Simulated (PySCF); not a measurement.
SMILES CO[SiH2]N (CH7NOSi), PBE0/def2-SVP optimised geometry.

```
11

Si    -0.38    -1.39     0.00
N     -0.92    -2.26    -1.38
O     -0.92     0.19     0.00
C     -0.63     1.11     1.01
H     -0.92    -2.07     1.22
H      1.11    -1.39     0.00
H     -0.52    -2.05    -2.29
H     -1.89    -2.51    -1.46
H     -1.01     0.79     2.00
H      0.46     1.30     1.11
H     -1.11     2.07     0.77
```

Density from PBE0/def2-TZVP (PySCF) at that geometry.

Minimum of the electron density along straight lines between bonded atoms, close to the bond critical point (lines longer than 1.1 times the sum of covalent radii, or with two minima, are not listed):

| bond | length / Å | ρ at the minimum / e bohr⁻³ | ∇²ρ there / e bohr⁻⁵ | position (fraction from the first atom) |
|---|---|---|---|---|
| Si1–N2 | 1.714 | 0.136 | (withheld) | 0.40 |
| Si1–O3 | 1.670 | 0.131 | 0.74 | 0.41 |
| O3–C4 | 1.397 | 0.264 | -0.52 | 0.65 |
| Si1–H5 | 1.495 | 0.121 | 0.14 | 0.49 |
| Si1–H6 | 1.495 | 0.121 | 0.14 | 0.49 |
| N2–H7 | 1.014 | 0.331 | -1.61 | 0.74 |
| N2–H8 | 1.014 | 0.331 | -1.61 | 0.74 |
| C4–H9 | 1.107 | 0.275 | -0.94 | 0.65 |
| C4–H10 | 1.107 | 0.275 | -0.94 | 0.65 |
| C4–H11 | 1.101 | 0.279 | -0.97 | 0.65 |

Q: Some entries are withheld; supply them.

A: 
- Si1–N2, ∇²ρ there / e bohr⁻⁵: 0.58
